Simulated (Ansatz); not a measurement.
Reaction (formal exchange of groups at a B–H bond): `CCBO` + `Brc1ccco1` → `CCB(O)Br` + furan

Isolated molecules relaxed with PBE0-D4/def2-TZVP in Ansatz; ΔE leaves out vibrations. CBS: MP2 limit from def2 TZ/QZ plus the TZ coupled-cluster correction, frozen cores. DFT in def2-TZVPP. B3LYP here is the variant with VWN-RPA as its local correlation; programs differ in this. For Br outer-core shells are correlated without core-valence functions, which leaves a few kJ/mol of doubt a bond. Scalar relativity is left out up to krypton. One conformer a species, not always the lowest.

```tsv
level	ΔE (eV)
BLYP-D4	-1.46
PBE0-D4	-1.55
B3LYP-D4	-1.52
r2SCAN0-D4	-1.61
CAM-B3LYP-D4	-1.53
ωB97X-V	-1.54
B2PLYP	-1.53
HF/def2-QZVPP	-1.62
```

Task: What does CCSD(T)/CBS give? (Estimate.)

Result: Computed: -1.59 eV. The listed levels differ from it by 0.13, 0.04, 0.07, -0.02, 0.06, 0.05, 0.06, -0.03 eV.

Largest T1 diagnostic among the species: 0.013.

From BLYP to BHLYP (50 % exact exchange), in def2-TZVPP and without D4, ΔE moves by −0.13 eV. At CCSD(T), def2-SVP lies −0.05 eV from the extrapolated value and def2-TZVPP +0.04 eV.
